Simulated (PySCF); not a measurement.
An unknown is described by computed data only.

Elements present: Cl and Si. Monoisotopic mass: 167.8523 u.

| Property | Result |
| --- | --- |
| NMR, other nuclei | isotropic shieldings of nuclei other than C and H, by class: 345 (1 Si), 716 (4 Cl) ppm [GIAO KT2/pcSseg-1] |
| XPS | Si2p3/2 110.5, Cl2p3/2 207.0 (×4), Si1s 1850.7, Cl1s 2829.6 (×4) eV [ΔSCF SCAN, pcX-2 on the ionised atom, pcseg-1 elsewhere, spin-free X2C, 2p3/2 from a spin–orbit splitting computed afterwards within the 2p shell] |
| Triplet | lowest triplet excitation (Tamm–Dancoff): 7.07 eV [TDA wB97X-D/def2-SVPD] |
| Dipole | 0.00 D by symmetry (numerical residue 0.01 D) [wB97X-D/def2-SVPD] |
| Polarisability | 75.5 au [wB97X-D/def2-SVPD] |
| UV, strongest line | among the 10 lowest singlet transitions: S4/S5/S6/S7/S8 at 8.38 eV (148 nm, f = 0.306 summed over these states) [TDDFT wB97X-D/def2-SVPD] |
| Rotational structure | rotational constants A, B, C: 1.311, 1.309, 1.307 GHz [PBE0-D3(BJ)/def2-SVP] |

Electronic properties: PySCF, gas phase, density fitting. Levels stand in brackets. Geometry: PBE0-D3(BJ)/def2-SVP; no solvent, vibrations or thermal averaging. NMR classes are plain means over equivalent atoms (diastereotopic ones count apart unless rotation or inversion swaps them), as if these changed places fast.

Question: Which formula fits the mass and the elements?

Answer: SiCl4 (calculated 167.8523). No other formula that holds each of these elements comes within 0.0003 u with a fitting electron parity and a possible valence count.

Question: Give a SMILES that accounts for the data.

Answer: The other shieldings belong to: 345 ppm, silicon bonded to 4 Cl; 716 ppm, chlorine bonded to Si. The core levels belong to: Si2p3/2 110.5 eV, silicon bonded to 4 Cl; Cl2p3/2 207.0 eV, chlorine bonded to Si; Si1s 1850.7 eV, silicon bonded to 4 Cl; Cl1s 2829.6 eV, chlorine bonded to Si. The vanishing dipole is forced by symmetry. The optimised geometry has point group Td and is a spherical top (the spread among constants that symmetry makes equal is optimisation noise). Structure: `Cl[Si](Cl)(Cl)Cl`. The assignments are read from this structure; whether some other isomer fits the data as well wasn't checked.
